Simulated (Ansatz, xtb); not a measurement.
# Two isomers of C5H5ClN2O

Structure X is `CC(=O)n1cncc1Cl`, a singlet and structure Y is `Cn1cnc(C=O)c1Cl`, a singlet. Both are isolated molecules in the gas phase, relaxed with B3LYP/def2-SVP, each in the lowest conformer that the search found.

X (Å):

```yaml
atoms:
  - { symbol: C, position_ang: [0.7119, -1.6839, 1.6860] }
  - { symbol: C, position_ang: [0.6838, -1.3443, 0.2192] }
  - { symbol: C, position_ang: [0.3477, 0.3785, -1.5076] }
  - { symbol: C, position_ang: [-0.1029, 2.1568, -0.4044] }
  - { symbol: C, position_ang: [0.0887, 1.1810, 0.5372] }
  - { symbol: Cl, position_ang: [-0.0083, 1.3308, 2.2485] }
  - { symbol: N, position_ang: [0.3859, 0.0047, -0.1667] }
  - { symbol: N, position_ang: [0.0626, 1.6376, -1.6696] }
  - { symbol: O, position_ang: [0.9000, -2.1516, -0.6490] }
  - { symbol: H, position_ang: [1.4630, -1.0829, 2.2191] }
  - { symbol: H, position_ang: [-0.2595, -1.4814, 2.1601] }
  - { symbol: H, position_ang: [0.9557, -2.7499, 1.7691] }
  - { symbol: H, position_ang: [0.5461, -0.3583, -2.2832] }
  - { symbol: H, position_ang: [-0.3509, 3.2013, -0.2234] }
```

Y (Å):

```xyz
14

C     0.7141   -1.1140    2.2546
C    -1.0162   -0.2072    0.6377
C     0.2283    0.5667   -0.9288
C     0.5582    1.2199   -2.2014
C     1.0799    0.0329    0.0339
Cl    2.7850   -0.0741    0.1213
N     0.2801   -0.4604    1.0330
N    -1.0748    0.3986   -0.5174
O     1.6782    1.4012   -2.6256
H     1.3435   -0.4400    2.8547
H    -0.1733   -1.3906    2.8384
H     1.2917   -2.0222    2.0263
H    -1.8642   -0.5009    1.2580
H    -0.3539    1.5463   -2.7631
```

**Question.** Estimate E(Y) − E(X) at the level CCSD(T)/def2-SVP + ΔMP2/def2-TZVPP.

**Answer.** Calculated at CCSD(T)/def2-SVP + ΔMP2/def2-TZVPP: E(Y) − E(X) = +0.252 eV, so structure X lies lower.

The same difference at several levels:

| level | geometry | E(Y) − E(X) (eV) | departure from the last row (eV) | job, with rough time for the two |
| --- | --- | --- | --- | --- |
| GFN2-xTB | GFN2-xTB | +0.322 | +0.070 | optimisation, 0.17 s |
| HF/STO-3G | GFN2-xTB | +0.235 | −0.017 | single point, 0.6 s |
| r2SCAN-D4/def2-SVP | GFN2-xTB | +0.248 | −0.004 | single point, 6.4 s |
| B3LYP/def2-SVP | B3LYP/def2-SVP | +0.229 | −0.023 | optimisation, 53 s |
| HF/def2-SVP | B3LYP/def2-SVP | +0.277 | +0.024 | part of the CCSD(T) run |
| MP2/def2-SVP | B3LYP/def2-SVP | +0.177 | −0.075 | part of the CCSD(T) run |
| CCSD(T)/def2-SVP | B3LYP/def2-SVP | +0.245 | −0.007 | single point |
| CCSD(T)/def2-SVP + ΔMP2/def2-TZVPP | B3LYP/def2-SVP | +0.252 |  | single point, 3.1 min |

As drawn, both hold the same kinds of bond in the same numbers.

None of the levels shown reverses the order. The largest departure from CCSD(T)/def2-SVP + ΔMP2/def2-TZVPP is that of MP2/def2-SVP, 0.075 eV. The last row adds to CCSD(T) the change of the MP2 difference between the two basis sets, here +0.007 eV.

With thermal terms from frequencies at re-optimised GFN2-xTB minima (ideal gas, soft modes damped towards free rotors, one conformer each, 298.15 K, 1 atm): on the last row, ΔE + ΔZPE = +0.235, ΔH = +0.249, ΔG = +0.206 eV.

The correlated steps freeze 13 core orbitals. Programs: Ansatz 0.2.0, xtb 6.7.1; the last row on 4 threads of Arm Neoverse V1 on a shared host.
